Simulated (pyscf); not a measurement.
## •H₂C–CH=NH, doublet

Gas-phase minimum from PySCF at ωB97X-D3(BJ)/def2-SVP, one conformer. Other isomers of •H₂C–CH=NH were not searched in full and may lie lower. 

SMILES: [CH2]C=N
```xyz
7

C     -1.2242    -1.4791    -1.0853
C     -0.2517    -0.8652    -0.2753
N      0.9816    -1.2720    -0.0982
H     -2.2332    -1.0674    -1.1732
H     -0.9867    -2.3890    -1.6477
H     -0.5461     0.0474     0.2674
H      1.1332    -2.1255    -0.6528
```
Charge 0, spin multiplicity 2.

Bonds (Å): C1–C2 1.407, C1–H4 1.093, C1–H5 1.096, C2–N3 1.311, C2–H6 1.102, N3–H7 1.029. Bond angles (°): C2–C1–H4 121.3, C2–C1–H5 120.5, H4–C1–H5 118.1, C1–C2–N3 126.4, C1–C2–H6 117.4, N3–C2–H6 116.2, C2–N3–H7 108.9.

Properties at ωB97X-D3(BJ)/def2-SVP:

| Item | Result |
|---|---|
| Harmonic wavenumbers, unscaled | 496, 502, 695, 826, 986, 1091, 1140, 1251, 1388, 1464, 1494, 3143, 3167, 3286, 3464 cm⁻¹ |
| Zero-point energy | 34.9 kcal/mol |
| Rotational symmetry number | 1 |
| Entropy of this conformer at 298 K and 1 atm, rigid rotor and harmonic oscillator, modes under 100 cm⁻¹ raised to 100 | 260.0 J/(mol K) |
| Dipole moment | 2.34 D |
| Spin expectation value S2 | 0.793 |

Single-point totals, which compare only within one level (frozen core for MP2 and CC):

```json
[
 {"level": "ωB97X-D3(BJ)/def2-TZVP", "total energy (hartree)": "-133.40257"},
 {"level": "PBE/def2-TZVP", "total energy (hartree)": "-133.17721"},
 {"level": "r²SCAN/def2-TZVP", "total energy (hartree)": "-133.27214"},
 {"level": "B3LYP-D3(BJ)/def2-TZVP", "total energy (hartree)": "-133.36241"},
 {"level": "PBE0-D3(BJ)/def2-TZVP", "total energy (hartree)": "-133.19032"},
 {"level": "M06-2X/def2-TZVP", "total energy (hartree)": "-133.28047"},
 {"level": "ωB97M-D3(BJ)/def2-TZVP", "total energy (hartree)": "-133.38260"},
 {"level": "UHF/def2-TZVPP", "total energy (hartree)": "-132.51924"},
 {"level": "MP2/def2-TZVPP", "total energy (hartree)": "-133.00344"},
 {"level": "CCSD/def2-TZVPP", "total energy (hartree)": "-133.04448"},
 {"level": "CCSD(T)/def2-TZVPP", "total energy (hartree)": "-133.06702"}
]
```

The CCSD(T) − MP2 part came from Ansatz, without density fitting, on the same reference. A UHF reference is spin-contaminated (<S²> up to 0.97), which harms MP2 most.
